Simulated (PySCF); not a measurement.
H3O2 (SMILES O[OH2+]), charge +1, singlet, geometry from GFN2-xTB; DF-PBE/6-31G* run with PySCF.

Input for PySCF:
```python
from pyscf import gto, scf, dft

mol = gto.M(
    atom='''
O     0.134649    0.561650   -0.320450
O    -0.156536   -0.648209    0.358802
H     1.083638    0.770808   -0.079737
H    -0.424834   -1.316946   -0.308668
H    -0.483706    1.238606    0.081590
''',
    basis='6-31g*',
    charge=1,
    spin=0,
    verbose=4,
    max_memory=1800,
)

mf = dft.RKS(mol)
mf.xc = 'pbe'
mf = mf.density_fit(auxbasis='def2-universal-jkfit')
mf.kernel()
```

### Question
Predict the main parts of the log of this PySCF run.

### Answer

```
PySCF version 2.14.0

[INPUT] verbose = 4
[INPUT] num. atoms = 5
[INPUT] num. electrons = 18
[INPUT] charge = 1
[INPUT] spin (= nelec alpha-beta = 2S) = 0
[INPUT] symmetry False subgroup None
[INPUT] Mole.unit = angstrom
[INPUT] Symbol           X                Y                Z      unit          X                Y                Z       unit  Magmom
[INPUT]  1 O      0.134649000000   0.561650000000  -0.320450000000 AA    0.254449732947   1.061364677862  -0.605562736617 Bohr   0.0
[INPUT]  2 O     -0.156536000000  -0.648209000000   0.358802000000 AA   -0.295810168635  -1.224937481478   0.678037512946 Bohr   0.0
[INPUT]  3 H      1.083638000000   0.770808000000  -0.079737000000 AA    2.047779038171   1.456616014624  -0.150681091994 Bohr   0.0
[INPUT]  4 H     -0.424834000000  -1.316946000000  -0.308668000000 AA   -0.802819908403  -2.488667260841  -0.583297983417 Bohr   0.0
[INPUT]  5 H     -0.483706000000   1.238606000000   0.081590000000 AA   -0.914071864809   2.340626116243   0.154182754503 Bohr   0.0

nuclear repulsion = 43.9227383367936
number of shells = 18
number of NR pGTOs = 66
number of NR cGTOs = 34
basis = 6-31g*
ecp = {}

******** <class 'pyscf.df.df_jk.DFRKS'> ********
method = DFRKS
initial guess = minao
damping factor = 0
level_shift factor = 0
DIIS = <class 'pyscf.scf.diis.CDIIS'>
diis_start_cycle = 1
diis_space = 8
diis_damp = 0
SCF conv_tol = 1e-09
SCF conv_tol_grad = None
SCF max_cycles = 50
direct_scf = False
XC library pyscf.dft.libxc version 7.1.2
    S. Lehtola, C. Steigemann, M. J. T. Oliveira, and M. A. L. Marques,  SoftwareX 7, 1–5 (2018)
XC functionals = pbe
    J. P. Perdew, K. Burke, and M. Ernzerhof,  Phys. Rev. Lett. 77, 3865 (1996)
    J. P. Perdew, K. Burke, and M. Ernzerhof,  Phys. Rev. Lett. 78, 1396 (1997)
    J. P. Perdew, K. Burke, and M. Ernzerhof,  Phys. Rev. Lett. 77, 3865 (1996)
    J. P. Perdew, K. Burke, and M. Ernzerhof,  Phys. Rev. Lett. 78, 1396 (1997)
radial grids:
    Treutler-Ahlrichs [JCP 102, 346 (1995); DOI:10.1063/1.469408] (M4) radial grids

becke partition: Becke, JCP 88, 2547 (1988); DOI:10.1063/1.454033
pruning grids: <function nwchem_prune>
grids dens level: 3
symmetrized grids: False
atomic radii adjust function: <function treutler_atomic_radii_adjust>
small_rho_cutoff = 0
Set gradient conv threshold to 3.16228e-05
Initial guess from minao.
tot grids = 57592
init E= -152.161263208462
  HOMO = -0.36325379151444  LUMO = -0.104377492751679  gap/eV = 7.04438
cycle= 1 E= -151.601166869237  delta_E= 0.56  |g|= 0.434  |ddm|= 1.89
  HOMO = -0.453765167243931  LUMO = -0.30731891067842  gap/eV = 3.98501
cycle= 2 E= -151.533758414539  delta_E= 0.0674  |g|= 0.722  |ddm|= 0.897
  HOMO = -0.55799175258353  LUMO = -0.350198693392505  gap/eV = 5.65434
cycle= 3 E= -151.635329198836  delta_E= -0.102  |g|= 0.191  |ddm|= 0.638
  HOMO = -0.557505431976323  LUMO = -0.360198386900084  gap/eV = 5.36900
cycle= 4 E= -151.641319458755  delta_E= -0.00599  |g|= 0.0494  |ddm|= 0.12
  HOMO = -0.550667777059352  LUMO = -0.350883035218076  gap/eV = 5.43642
cycle= 5 E= -151.641757721432  delta_E= -0.000438  |g|= 0.00911  |ddm|= 0.0347
  HOMO = -0.55101595959126  LUMO = -0.351731210840531  gap/eV = 5.42281
cycle= 6 E= -151.641775117244  delta_E= -1.74e-05  |g|= 0.00123  |ddm|= 0.00795
  HOMO = -0.550952554079995  LUMO = -0.35169843448952  gap/eV = 5.42198
cycle= 7 E= -151.641775440348  delta_E= -3.23e-07  |g|= 0.00012  |ddm|= 0.001
  HOMO = -0.550943798869477  LUMO = -0.351703577345413  gap/eV = 5.42160
cycle= 8 E= -151.641775443831  delta_E= -3.48e-09  |g|= 1.97e-05  |ddm|= 0.000128
  HOMO = -0.550946352478773  LUMO = -0.351705678962555  gap/eV = 5.42161
cycle= 9 E= -151.641775443936  delta_E= -1.05e-10  |g|= 2.75e-06  |ddm|= 2.12e-05
  HOMO = -0.550946788627479  LUMO = -0.351706308908681  gap/eV = 5.42161
Extra cycle  E= -151.641775443935  delta_E= 1.31e-12  |g|= 3.69e-06  |ddm|= 4.47e-06
converged SCF energy = -151.641775443935
```
